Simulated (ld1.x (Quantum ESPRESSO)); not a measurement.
Results of a calculation; reference values are marked as such.
# Potentials for Zn compared

Generated with ld1.x 7.5 (TM, RRKJ, ultrasoft, PAW), atompaw 4.2 or ONCVPSP 4.0.1. The cutoff is in Ry: for ld1.x and atompaw files where the sum of valence levels is converged to 10 mRy in a Bessel basis, for ONCV files where the hardest occupied wave has 1 mHa per electron of residual kinetic energy. The error is the largest all-electron minus pseudo excitation energy over each file’s own four to seven test configurations (ionisations up to +4, promotions, holes and added fractions of an electron), all of which were solved. The labels leave out finer settings (local radius, basis sizes, second energies), which also bear on the numbers. Spin-polarised tests are not counted. The rows are a selection from randomly drawn settings: files with unsolved tests, undetermined cutoffs or missed reference levels are left out.

A true bound ghost makes a file unfit for plane-wave use even where its test errors are small: the radial tests pick states by their node count and pass the ghost by.

| potential | cutoff (Ry) | largest error (meV) | bound ghosts |
| --- | --- | --- | --- |
| RRKJ, PBE, scalar-relativistic, rc 2.25/3.30/2.70 (spd), local s, core correction no, reference 4s2 4p0 | 10 | +146 | d |
| ultrasoft, PBEsol, scalar-relativistic, rc 2.10/2.70 (sp), local smoothed, core correction yes, reference 4s1 4p0 | 6 | -113 | none |

Q: Fill in the row for Zn: TM semilocal, PBE, scalar-relativistic, rc 1.35/1.95/1.00 (spd), local s, core correction yes, reference 3d10 4s0.5 4p0.

A: cutoff 230 Ry, largest error -1071 meV, bound ghosts: none.

Q: Fill in the row for Zn: PAW, Wu–Cohen, scalar-relativistic, rc 2.30/3.15/1.40 (spd), local smoothed, core correction yes, reference 3d10 4s2 4p0.

A: cutoff 55 Ry, largest error -184 meV, bound ghosts: none.

Q: Fill in the row for Zn: ultrasoft, PBE, non-relativistic, rc 1.95/3.25/0.90 (spd), local smoothed, core correction no, reference 3d10 4s1.5 4p0.

A: cutoff 200 Ry, largest error -414 meV, bound ghosts: none.
